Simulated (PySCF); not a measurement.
Settings: PySCF, density fitting, no solvent, no relativity; the PBE0-D3(BJ)/def2-TZVP geometry of a molecule is the same in every run. Shieldings use GIAOs. Starting from PBE0/pcSseg-2, one thing was changed at a time: the functional to wB97X-D, the functional to B97-2, the functional to KT3.

Changes against PBE0/pcSseg-2 in 4 molecules:

```json
{"molecule": "Nc1cccc(O)c1", "changed to": "wB97X-D", "mean 13C shielding (ppm)": "-1.8", "HOMO energy (eV)": "-1.73", "mean 1H shielding (ppm)": "+0.11"}
{"molecule": "Nc1cccc(O)c1", "changed to": "B97-2", "mean 13C shielding (ppm)": "+2.0", "HOMO energy (eV)": "+0.24", "mean 1H shielding (ppm)": "+0.16"}
{"molecule": "Nc1cccc(O)c1", "changed to": "KT3", "mean 13C shielding (ppm)": "+8.3", "HOMO energy (eV)": "+1.01", "mean 1H shielding (ppm)": "+0.31"}
{"molecule": "C[Si](C)(C)C(F)(F)Cl", "changed to": "wB97X-D", "mean 13C shielding (ppm)": "+0.4", "HOMO energy (eV)": "-1.87", "mean 1H shielding (ppm)": "+0.12"}
{"molecule": "C[Si](C)(C)C(F)(F)Cl", "changed to": "B97-2", "mean 13C shielding (ppm)": "-0.5", "HOMO energy (eV)": "+0.26", "mean 1H shielding (ppm)": "+0.11"}
{"molecule": "C[Si](C)(C)C(F)(F)Cl", "changed to": "KT3", "mean 13C shielding (ppm)": "-3.1", "HOMO energy (eV)": "+1.25", "mean 1H shielding (ppm)": "+0.10"}
{"molecule": "Nc1ccc(O)cc1", "changed to": "wB97X-D", "mean 13C shielding (ppm)": "-1.8", "HOMO energy (eV)": "-1.72", "mean 1H shielding (ppm)": "+0.10"}
{"molecule": "Nc1ccc(O)cc1", "changed to": "B97-2", "mean 13C shielding (ppm)": "+1.9", "HOMO energy (eV)": "+0.24", "mean 1H shielding (ppm)": "+0.16"}
{"molecule": "Nc1ccc(O)cc1", "changed to": "KT3", "mean 13C shielding (ppm)": "+8.2", "HOMO energy (eV)": "+0.99", "mean 1H shielding (ppm)": "+0.31"}
{"molecule": "OCc1ccccn1", "changed to": "wB97X-D", "mean 13C shielding (ppm)": "-1.1", "HOMO energy (eV)": "-1.82", "mean 1H shielding (ppm)": "+0.11"}
{"molecule": "OCc1ccccn1", "changed to": "B97-2", "mean 13C shielding (ppm)": "+1.9", "HOMO energy (eV)": "+0.26", "mean 1H shielding (ppm)": "+0.16"}
{"molecule": "OCc1ccccn1", "changed to": "KT3", "mean 13C shielding (ppm)": "+7.2", "HOMO energy (eV)": "+1.27", "mean 1H shielding (ppm)": "+0.29"}
```

For `Cc1cccc[n+]1[O-]` the PBE0/pcSseg-2 run gave mean 13C shielding 65.1 ppm, HOMO energy -6.31 eV, mean 1H shielding 26.18 ppm. The changed runs lost their labels:

| run | mean 13C shielding (ppm) | HOMO energy (eV) | mean 1H shielding (ppm) |
| --- | --- | --- | --- |
| A | 72.0 | -5.30 | 26.49 |
| B | 63.6 | -8.01 | 26.26 |
| C | 66.7 | -6.07 | 26.33 |

**Question.** Which run belongs to which change?

**Answer.** A: KT3; B: wB97X-D; C: B97-2.

```csv
run,"change of mean 13C shielding (ppm), here / mean of the others","change of HOMO energy (eV), here / mean of the others","change of mean 1H shielding (ppm), here / mean of the others",next best match
A,+6.9 / +5.2,+1.01 / +1.13,+0.31 / +0.25,B97-2
B,-1.5 / -1.1,-1.70 / -1.78,+0.08 / +0.11,B97-2
C,+1.6 / +1.3,+0.24 / +0.25,+0.15 / +0.15,KT3
```

Each run is given to the change whose mean effect on the other molecules lies nearest, every quantity measured in units of its scatter between molecules.

**Question.** Would one quantity have been enough? Give each run to the change with the nearest mean effect on that quantity alone.

**Answer.** mean 13C shielding: 3 of 3 runs rightly; HOMO energy: 3 of 3 runs rightly; mean 1H shielding: 3 of 3 runs rightly.

Only sets that this rule tells apart clearly are shown.
